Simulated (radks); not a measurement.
Excited configurations of Se14+: one electron is placed in a higher orbital outside [Ar] 3d1. The ground configuration is [Ar] 3d2. All-electron calculation, Dirac Kohn-Sham, PBE, spin-unpolarised, spherical densities, point nucleus; open shells fill j = l - 1/2 first. Program: a radial shooting solver on a logarithmic mesh with Libxc functionals. Excitation = E - E(ground); binding = E(ion) - E, where the ion is the core of charge +15; n* = 15/sqrt(2 binding) in atomic units. These energies are relativistic, and a one-electron ion of charge +15 with no core already has n* below n in this formula (Dirac formula, point nucleus: 4s1/2 3.995, 4p1/2 3.995, 4f5/2 3.999, 5p1/2 4.995, 5f5/2 4.999, 7s1/2 6.995, 7d3/2 6.998). The quantum defect is therefore taken as that value minus n*, so that it holds no relativistic shift of the bare ion.

| outer orbital | excitation (eV) | binding (eV) | quantum defect | eigenvalue (eV) | <r> (bohr) |
|---|---|---|---|---|---|
| 4s1/2 | 182.00 | 288.85 | 0.740 | -278.56 | 1.077 |
| 4p1/2 | 202.87 | 267.98 | 0.615 | -257.90 | 1.099 |
| 4f5/2 | 267.71 | 203.14 | 0.117 | -192.64 | 1.082 |
| 5p1/2 | 311.71 | 159.14 | 0.609 | -154.10 | 1.880 |
| 5f5/2 | 340.81 | 130.03 | 0.147 | -125.11 | 1.952 |
| 7s1/2 | 392.47 | 78.382 | 0.745 | -76.143 | 3.927 |
| 7d3/2 | 400.80 | 70.049 | 0.387 | -67.972 | 4.196 |

The Delta-SCF ionisation energy is 470.85 eV (NIST Atomic Spectra Database: 473 eV, theoretical). Self-interaction in the functional shifts the binding energies and quantum defects, so they are the method's values and not measured ones. Spin polarisation and multiplet splitting are left out, so open shells lie too high by an amount that depends on their filling.

Beside tabulated values, note that spin-unpolarised runs miss the spin-polarisation part of the exchange energy of open shells.
